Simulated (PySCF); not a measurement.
## Functional dependence of a UV spectrum

Selenoformaldehyde, CH2Se.
SMILES: `C=[Se]`

Linear-response calculations in the def2-SVPD basis (PySCF; singlets by full response, triplets Tamm–Dancoff, core orbitals frozen in the response; HF means time-dependent Hartree–Fock). 'Strongest' is the level of largest summed f among the singlets computed (10 roots, of which the last may lack a degenerate partner); it can jump between rows when another state enters that window. S1 is the lowest singlet of each run and needn't be the same state throughout; f(S1) is that of one state. Isolated species at its PBE0-D3(BJ)/def2-SVP geometry, gas phase. The LDA/def2-SVPD calculation is non-relativistic and has no spin–orbit coupling, an omission that weighs most on selenium.

```csv
functional,kind,S1 (eV),f(S1),strongest (eV),T1 (eV),HOMO (eV),gap (eV),"ionisation energy, ΔSCF (eV)"
LDA,LDA,1.73,0.000,5.84,1.27,-5.40,1.45,9.10
PBE,GGA,1.79,0.000,5.78,1.28,-5.30,1.55,8.89
B3LYP,"global hybrid, 20% exact exchange",1.86,0.000,5.68,1.36,-6.23,3.18,8.97
PBE0,"global hybrid, 25% exact exchange",1.89,0.000,5.73,1.35,-6.46,3.61,8.91
BHandHLYP,"global hybrid, 50% exact exchange",1.98,0.000,5.59,1.47,-7.46,5.65,8.81
wB97X-D,range-separated hybrid,1.89,0.000,5.66,1.41,-8.31,7.28,8.95
LC-wPBE,range-separated hybrid,1.84,0.000,5.64,1.31,-9.12,8.52,8.95
HF,Hartree–Fock,2.25,0.000,5.37,1.68,-9.04,9.74,not settled
```

What does CAM-B3LYP (range-separated hybrid) give?

S1 (eV) 1.85, f(S1) 0.000, strongest (eV) 5.63, T1 (eV) 1.35, HOMO (eV) -7.75, gap (eV) 6.05, ionisation energy, ΔSCF (eV) 8.97. S1 runs from 1.73 eV (LDA) to 2.25 eV (HF), a spread of 0.53 eV, while the orbital gap spreads over 8.3 eV. Along PBE (0%), B3LYP (20%), PBE0 (25%), BHandHLYP (50%), HF (100%) S1 rises with the share of exact exchange. −ε(HOMO) comes closest to its own ΔSCF ionisation energy with LC-wPBE (+0.17 eV) and misses most with LDA (-3.70 eV). 'Not settled' means that the ion's SCF failed to converge or may have ended in another state than the lowest.
